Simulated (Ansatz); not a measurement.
[AlBr6]3- (AlBr₆³⁻). The state is a triplet with charge -3. Geometry r2SCAN-D4/def2-SVPD, that of the charge -3 singlet; atoms count from 1.

```xyz
7

Al    0.000    0.000    0.000
Br    1.607    1.805    0.973
Br   -1.607   -1.805   -0.973
Br    1.205   -1.831    1.407
Br   -1.206    1.831   -1.407
Br    1.658   -0.417   -1.964
Br   -1.658    0.417    1.964
```

A multiply charged anion in the gas phase is held together partly by the finite basis. The highest occupied level of the charge -3 triplet lies above zero (up to 10.47 eV). The electron is either unbound and held by the finite basis, or the level is raised by self-interaction error. The gap within one spin of the charge -3 triplet nearly closes, so an electron or hole may be smeared out by delocalisation error. At PBE-D4/def2-SVP a singlet of charge -3 lies 4.11 eV below the triplet at the same geometry.

Problem. Estimate the Mulliken populations from the PBE/def2-SVP orbitals of Ansatz.

Solution. 
```
atom  charge (e)  spin (α − β)
 Al1        0.55          0.70
 Br2       -0.59          0.22
 Br3       -0.59          0.22
 Br4       -0.59          0.22
 Br5       -0.59          0.22
 Br6       -0.59          0.22
 Br7       -0.59          0.22
```
Mulliken values depend strongly on the basis.

Problem. Where does the spin sit?

Solution. Summed by element: Al 0.70, Br 1.30, of 2 unpaired in all. Largest on single atoms: Al1 0.70, Br7 0.22, Br4 0.22.

Problem. And the Mayer bond orders between heavy atoms (over 0.3)?

Solution. Al1–Br2 0.42 (2.61 Å); Al1–Br3 0.42 (2.61 Å); Al1–Br4 0.42 (2.61 Å); Al1–Br5 0.42 (2.60 Å); Al1–Br6 0.42 (2.60 Å); Al1–Br7 0.42 (2.60 Å).
